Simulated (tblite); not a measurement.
Species: C7H15PSi.
Atom-mapped SMILES: `[CH:1]#[C:2][CH2:3][P:4]([SiH3:5])[C:6]([CH3:7])([CH3:8])[CH3:9]` (hydrogens: H10 on C1; H11, H12 on C3; H13, H14, H15 on Si5; H16, H17, H18 on C7; H19, H20, H21 on C8; H22, H23, H24 on C9)

Computed geometry: GFN2-xTB, gas phase.

(1) Give the optimised bond lengths and angles.

Answers

(1) 
```
                     bond  length (bohr)
                    C1≡C2          2.263
                    C2–C3          2.724
                    C3–P4          3.548
                   P4–Si5          4.234
                    P4–C6          3.590
      C6–C7, C6–C8, C6–C9          2.889
                   C1–H10          1.982
           C3–H11, C3–H12          2.068
Si5–H13, Si5–H14, Si5–H15          2.767
  C7–H16 and 8 like bonds          2.058
```

Bonds in one row agree within 0.02 bohr and their mean is given. A selection of angles:
```
    angle  degrees
 C1–C2–C3    179.0
 C2–C3–P4    109.5
C3–P4–Si5     98.0
 C3–P4–C6    101.2
Si5–P4–C6    103.8
 P4–C6–C7    105.3
 P4–C6–C8    108.2
 P4–C6–C9    114.8
 C7–C6–C8    109.1
```

Dihedral angles: C2–C3–P4–Si5 -59° (synclinal); C3–P4–C6–C7 -177° (antiperiplanar). The mirror-image conformer, all signs reversed, is as good.

Of the pairs four or more bonds apart, Si5···H22 is among the closest relative to their van der Waals radii: 2.87 Å, 87 % of the sum of Bondi's values. The 2 C–P bonds span 1.878 Å (C3–P4, drawn single) to 1.900 Å (P4–C6, drawn single), a spread of 0.022 Å. P4 (three-coordinate phosphorus) is pyramidal (angles 103.8°, 101.2° and 98.0°, sum 303.1°, 0.90 Å off the plane of its three neighbours). Si5 (SiH3 silicon) is distorted tetrahedral (angles from 105.2° to 115.3°). The C–C distances run from 1.197 Å (C1≡C2, drawn triple) to 1.530 Å (C6–C8, drawn single), a spread of 0.333 Å.

Point group: C1 (no symmetry element, even within 0.4 Å). Its GFN2-xTB frequencies are all real (lowest 46 cm⁻¹). The numbers are those of one conformer.
